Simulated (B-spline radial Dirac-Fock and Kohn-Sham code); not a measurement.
## Dipole and non-dipole photoemission parameters of Br³⁺ 4p1/2

System: the Br³⁺ ion, [Ar] 3d10 4s2 4p2; threshold 45.15 eV (orbital energy of the model). The computed values come from a radial finite-basis atomic code: Dirac-Hartree-Slater photoionisation with a Latter tail; cross sections with all multipoles, angular parameters from the dipole term and its interference with E2.

Input file task.json (cfg lists n, l and occupation; rrms is the nuclear radius in fm):

```json
{"items": [{
  "Z": 35,
  "q": 3,
  "cfg": [[1, 0, 2], [2, 0, 2], [2, 1, 6], [3, 0, 2], [3, 1, 6], [3, 2, 10], [4, 0, 2], [4, 1, 2]],
  "A": 79,
  "rrms": 4.1629,
  "do": "xps",
  "hv": [55.1, 60, 75.4, 80, 95.9, 190.0, 365.0, 405.0, 406.0, 464.0, 503.0, 568.0, 644.0, 889.0, 1070.0, 1110.0, 1430.0, 1486.9, 1970.0, 2580.0, 4000, 4660.0, 4810.0, 6000, 7720.0, 8047.8, 9251.7, 10900.0, 12000, 12100.0]
}]}
```

Launch: `python xray2_run.py task.json out`

For linearly polarised light dσ/dΩ = σ/(4π) [1 + β P₂(cos θ) + (δ + γ cos²θ) sin θ cos φ], with θ from the polarisation vector and φ the angle between the beam and the projection of the electron momentum on the plane normal to the polarisation.

```csv
hν (eV),σ (kb),β,γ,δ
55.1,74.1,0.602,0.234,-0.020
60,60.1,0.260,0.164,-0.012
75.4,38.0,-0.203,-0.021,0.016
80,36.2,-0.175,-0.035,0.020
95.9,31.9,0.078,-0.022,0.027
190,21.5,1.200,0.174,0.008
365,9.95,1.577,0.049,-0.001
405,8.68,1.604,0.027,-0.001
406,8.65,1.605,0.027,-0.001
464,7.15,1.631,0.003,-0.001
503,6.34,1.643,-0.008,-0.001
568,5.25,1.656,-0.019,-0.001
644,4.28,1.663,-0.022,0.000
889,2.42,1.659,0.013,0.001
1070,1.70,1.645,0.060,0.003
1110,1.58,1.641,0.071,0.003
1430,0.931,1.605,0.172,0.006
1486.9,0.856,1.599,0.191,0.007
1970,0.453,1.542,0.343,0.012
2580,?,?,?,?
4000,0.0755,1.337,0.828,0.043
4660,0.0497,1.283,0.943,0.055
4810,0.0455,1.272,0.967,0.057
6000,0.0243,1.187,1.134,0.079
7720,0.0115,1.085,1.320,0.110
8047.8,0.0102,1.068,1.351,0.115
9251.7,0.00666,1.009,1.450,0.137
10900,0.00400,0.939,1.564,0.165
12000,0.00295,0.898,1.629,0.184
12100,0.00288,0.894,1.635,0.185
```

Q: Give the values at 2580 eV.

A: σ = 0.236 kb, β = 1.473, γ = 0.515, δ = 0.020.
